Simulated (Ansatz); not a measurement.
`OB(O)O[Si](Cl)(Cl)Cl` + H₂S → `OB(O)S` + `O[Si](Cl)(Cl)Cl`  (ligand exchange at a B–O bond)

Gas-phase electronic energies from Ansatz, PBE0-D4/def2-TZVP geometries. CCSD(T)/CBS adds triple-zeta CCSD(T) − MP2 to the extrapolated MP2 energy (def2 sets, frozen cores). This one scheme is used for every species. DFT in def2-TZVPP. Each species was taken in one conformer, which may not be the lowest.

CCSD(T)/CBS gives +71.7 kJ/mol.

Q: Another level gave +66.5 kJ/mol. Which?
A. CCSD/def2-TZVPP
B. r2SCAN/def2-TZVPP
C. B2PLYP/def2-TZVPP
D. PBE/def2-TZVPP

A: B. r2SCAN 66.5, CCSD/def2-TZVPP 77.7, B2PLYP 71.2, PBE 55.5 kJ/mol.

Largest T1 diagnostic among the species: 0.012.

In def2-TZVPP, CCSD(T) changes the Hartree–Fock value by −13.7 kJ/mol (the triples alone add −3.0 kJ/mol) and MP2 by −18.3 kJ/mol. From PBE to PBE0 (25 % exact exchange), in def2-TZVPP and without D4, ΔE moves by +6.5 kJ/mol.
